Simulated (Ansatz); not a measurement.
`F[SiH](F)C[SiH3]` and `F[SiH](F)Br` differ in one atom or group.

Ansatz, PBE0-D4/def2-TZVP geometries, multiplicity 1. Each molecule was computed in one conformer, which needn't be the lowest.

Scalar relativity is left out up to krypton. Spin–orbit coupling is left out; it splits and shifts lone-pair levels of the heavy atoms by tenths of an eV.

```
                                        property  `F[SiH](F)C[SiH3]`
size of the dipole moment (B3LYP/def2-TZVPP) / D                2.23
           HOMO–LUMO gap (B3LYP/def2-TZVPP) / eV                9.05
            HOMO–LUMO gap (PBE0/def2-TZVPP) / eV                9.50
           HOMO energy (ωB97M-V/def2-TZVPP) / eV              -11.26
  size of the dipole moment (PBE/def2-TZVPP) / D                2.14
             HOMO–LUMO gap (PBE/def2-TZVPP) / eV                7.35
```

Q: Give the same properties after the change, and the shifts. (Estimate.)

A: Ansatz gave: 
```tsv
property	`F[SiH](F)Br`	shift
size of the dipole moment (B3LYP/def2-TZVPP) / D	1.17	-1.06
HOMO–LUMO gap (B3LYP/def2-TZVPP) / eV	9.01	-0.04
HOMO–LUMO gap (PBE0/def2-TZVPP) / eV	9.58	0.08
HOMO energy (ωB97M-V/def2-TZVPP) / eV	-11.48	-0.22
size of the dipole moment (PBE/def2-TZVPP) / D	1.06	-1.08
HOMO–LUMO gap (PBE/def2-TZVPP) / eV	7.29	-0.06
```

With PBE0 the HOMO falls by 0.19 eV and the LUMO falls by 0.10 eV, so the gap widens by about 0.09 eV. PBE moves the HOMO by -0.20 eV and ωB97M-V by -0.22 eV. Dipoles are sizes alone; their direction can turn.

Positive LUMOs are unbound, so they and the gaps depend on the basis.

B3LYP here is the variant with VWN-RPA as its local correlation; programs differ in this.
